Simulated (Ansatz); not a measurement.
`[OH][Al]([F])[O][SiH3]` → `[OH][Al]([OH])[F]` + `[SiH2]`  (silylene loss)

Gas-phase electronic energies from Ansatz, PBE0-D4/def2-TZVP geometries. CCSD(T)/CBS adds triple-zeta CCSD(T) − MP2 to the extrapolated MP2 energy (def2 sets, frozen cores). This one scheme is used for every species. DFT in def2-TZVPP. HSE06 is defined as in plane-wave codes. One conformer a species, not always the lowest.

```csv
level,ΔE (kcal/mol)
PBE0-D4,82.6
HSE06-D4,82.5
LC-ωPBE,85.1
HF/CBS(def2),84.1
```

Q: What does CCSD(T)/CBS give? (Estimate.)

A: Computed: +82.1 kcal/mol. The listed levels differ from it by 0.5, 0.4, 3.0, 2.0 kcal/mol.

Largest T1 diagnostic among the species: 0.014.

From BLYP to BHLYP (50 % exact exchange), in def2-TZVPP and without D4, ΔE moves by +9.0 kcal/mol. At CCSD(T), def2-SVP lies −3.8 kcal/mol from the extrapolated value and def2-TZVPP −1.5 kcal/mol.
